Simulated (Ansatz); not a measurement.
The pair A = CH4 (SMILES C) (first 5 atoms), B = CH3NO (SMILES NC=O); geometry from B3LYP-D3(BJ)/def2-TZVP.
(charge 0, multiplicity 1):
```tsv
atom	x (Å)	y (Å)	z (Å)
C	-0.0189	0.0255	-0.1036
H	0.6967	0.0802	0.7159
H	0.5120	0.0247	-1.0546
H	-0.6021	-0.8929	-0.0250
H	-0.6842	0.8892	-0.0721
N	-1.0927	0.0625	3.3159
C	0.1138	0.1395	3.9281
O	1.1815	0.1744	3.3586
H	-1.1386	0.0315	2.3100
H	-1.9438	0.0385	3.8485
H	0.0266	0.1679	5.0298
```

Correlated levels freeze the cores. MP2 and its Hartree–Fock in aug-cc-pVTZ are density fitted.

Codes used: Ansatz (a program for electronic structure) with Gaussian orbitals. Each number belongs to the level named beside it.

The counterpoise-corrected interaction energy is E(AB) − E(A in the pair's basis) − E(B in the pair's basis). Total energies (hartree):

```json
[
 {"level": "HF/aug-cc-pVDZ", "AB": "-209.1635504", "A in the pair's basis": "-40.1999269", "B in the pair's basis": "-168.9640498"},
 {"level": "MP2/aug-cc-pVDZ", "AB": "-209.8443425", "A in the pair's basis": "-40.3683074", "B in the pair's basis": "-169.4742929"},
 {"level": "HF/aug-cc-pVTZ", "AB": "-209.2182624", "A in the pair's basis": "-40.2135412", "B in the pair's basis": "-169.0050731"},
 {"level": "MP2/aug-cc-pVTZ", "AB": "-210.0376924", "A in the pair's basis": "-40.4145533", "B in the pair's basis": "-169.6209032"},
 {"level": "CCSD(T)/aug-cc-pVDZ", "AB": "-209.9076583", "A in the pair's basis": "-40.3961571", "B in the pair's basis": "-169.5096960"}
]
```

Work out the counterpoise-corrected interaction energy at the basis-set limit: extrapolate the MP2 correlation part as X⁻³, take Hartree–Fock from the larger set, and add the CCSD(T) − MP2 difference of aug-cc-pVDZ.


1. Differences (1 hartree = 627.509 kcal/mol): HF/aug-cc-pVDZ 0.268; MP2/aug-cc-pVDZ -1.093; HF/aug-cc-pVTZ 0.221; MP2/aug-cc-pVTZ -1.403; CCSD(T)/aug-cc-pVDZ -1.133.
2. Correlation parts, MP2 less HF: -1.361 in aug-cc-pVDZ (X = 2), -1.624 in aug-cc-pVTZ (X = 3).
3. Limit (3³·(-1.624) − 2³·(-1.361))/(3³ − 2³) = -1.735; with HF/aug-cc-pVTZ it gives -1.514.
4. CCSD(T) less MP2 in aug-cc-pVDZ: -0.040.
Result: -1.55 kcal/mol, against -1.09 at MP2/aug-cc-pVDZ. It is an estimate of this method's limit, not of the exact value.
